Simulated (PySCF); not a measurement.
Property card for (BeSe)2 ring (Be2Se2)

(BeSe)2 ring, Be₂Se₂.
Geometry (PBE0-D3(BJ)/def2-SVP, Å), atoms numbered from 1 in this order:
```xyz
4
Be2Se2 angstrom
Be    -0.6467   -0.4164    0.6729
Se     0.8191    0.8854    1.3355
Be     0.6468    0.4163   -0.6729
Se    -0.8191   -0.8854   -1.3355
```

**PBE0-D3(BJ)/def2-SVP geometry optimisation, gas phase (PySCF)**

| Quantity | Value |
| --- | --- |
| Point group | D2h |
| Rotational constants A, B, C | 26.847, 0.976, 0.942 GHz |

B3LYP/def2-SVPD ground state and vertical TDDFT (core frozen in the response) (PySCF):

| Item | Value |
| --- | --- |
| Dipole moment | 0.00 D |
| HOMO energy | -6.36 eV |
| LUMO energy | -3.21 eV |
| HOMO–LUMO gap | 3.15 eV |
| Lowest singlet excitation | 2.11 eV (588 nm, f = 0.000) |
| Strongest line among the 10 lowest singlet transitions | S7 at 4.80 eV (258 nm, f = 0.163) |
| Lowest triplet excitation (Tamm–Dancoff) | 2.06 eV |
| Static isotropic polarisability | 88.5 au |
| Electronic spatial extent ⟨r²⟩ about the centre of nuclear charge | 925 bohr² |

KT2/pcSseg-1 ground state and GIAO shieldings, non-relativistic (PySCF):

| Quantity | Value |
| --- | --- |
| Isotropic shieldings of nuclei other than C and H, by class | 74 (Be1/Be3), 1908 (Se2/Se4) ppm |

Monoisotopic mass from the formula: 177.8574 u.

S1 lies 1.04 eV below the HOMO–LUMO gap; its leading configuration is HOMO→LUMO, weight 1.00. The rotational constants make it an asymmetric top with κ = (2B − A − C)/(A − C) = -1.00, nearer the prolate limit (−1). Point group D2h forbids a permanent dipole, so the rigid molecule has no electric-dipole pure rotational spectrum. The largest Löwdin shares of the LUMO are 0.38 on Be1, 0.38 on Be3, 0.12 on Se4 and 0.12 on Se2. The 10 singlets span 2.11 to 5.41 eV, and their oscillator strengths add up to 0.27.

 Relativistic effects, spin–orbit coupling among them, are left out although an element past zinc is present. Atoms bound to Se lack the heavy atom's spin–orbit term in their shielding, so their NMR values are less reliable.
